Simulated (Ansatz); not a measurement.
Mulliken charges of CH6OSeSi, SMILES `CO[SiH2][SeH]` from ωB97M-V/def2-TZVPP in Ansatz (PBE0-D4/def2-TZVP geometry).

```json
{"atom": "C1", "x (Å)": "0.459", "y (Å)": "1.568", "z (Å)": "0.456", "charge (e)": "-0.187"}
{"atom": "O2", "x (Å)": "0.708", "y (Å)": "0.214", "z (Å)": "0.149", "charge (e)": "-0.354"}
{"atom": "Si3", "x (Å)": "-0.400", "y (Å)": "-0.738", "z (Å)": "-0.594", "charge (e)": "0.353"}
{"atom": "Se4", "x (Å)": "0.297", "y (Å)": "-2.889", "z (Å)": "-0.578", "charge (e)": "-0.175"}
{"atom": "H5", "x (Å)": "0.431", "y (Å)": "2.183", "z (Å)": "-0.451", "charge (e)": "0.119"}
{"atom": "H6", "x (Å)": "-0.488", "y (Å)": "1.693", "z (Å)": "0.993", "charge (e)": "0.113"}
{"atom": "H7", "x (Å)": "1.270", "y (Å)": "1.926", "z (Å)": "1.093", "charge (e)": "0.127"}
{"atom": "H8", "x (Å)": "-1.707", "y (Å)": "-0.591", "z (Å)": "0.101", "charge (e)": "-0.034"}
{"atom": "H9", "x (Å)": "-0.552", "y (Å)": "-0.391", "z (Å)": "-2.031", "charge (e)": "-0.036"}
{"atom": "H10", "x (Å)": "0.064", "y (Å)": "-3.027", "z (Å)": "0.866", "charge (e)": "0.073"}
```

Problem. By hand: the dipole of these point charges (1 e Å = 4.8032 D).

Solution. Σ q r = (-0.290, 0.385, 0.084) e Å, of length 0.489 e Å = 2.35 D.

Problem. How does the dipole of the full density compare? (Best estimate.)

Solution. The calculation gave: (-0.144, 0.343, 0.148) e Å, 1.92 D; the point charges give 1.22 times that, at 18° from its direction.

Point charges leave out the atoms' own dipoles, such as those of lone pairs, and Mulliken's split depends on the basis, so the two needn't agree.
